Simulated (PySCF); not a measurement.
Isomers of C4H8Si. Gas-phase values, no solvent. One relaxed conformer stands for each flexible species; it need not be the lowest. Strings in code marks are SMILES.

B3LYP has the VWN-RPA correlation part, as in Gaussian. Delta-SCF ions had no search for a lower state. 

A: `C=CC(C)=[SiH2]` (C–C–C–Si torsion 180°)
B: `C1=C([SiH3])CC1`
C: `CCC=C=[SiH2]`
D: `CC1=C[Si@@H]1C`
E: `C#CC[SiH2]C`
F: `C=C=CC[SiH3]`

Problem. Order them by HOMO–LUMO gap (lowest first) at the level PySCF with B3LYP-D3(BJ)/def2-TZVP.

Solution. A (3.80 eV), C (4.78 eV), B (6.67 eV), F (6.73 eV), D (6.81 eV), E (7.73 eV)
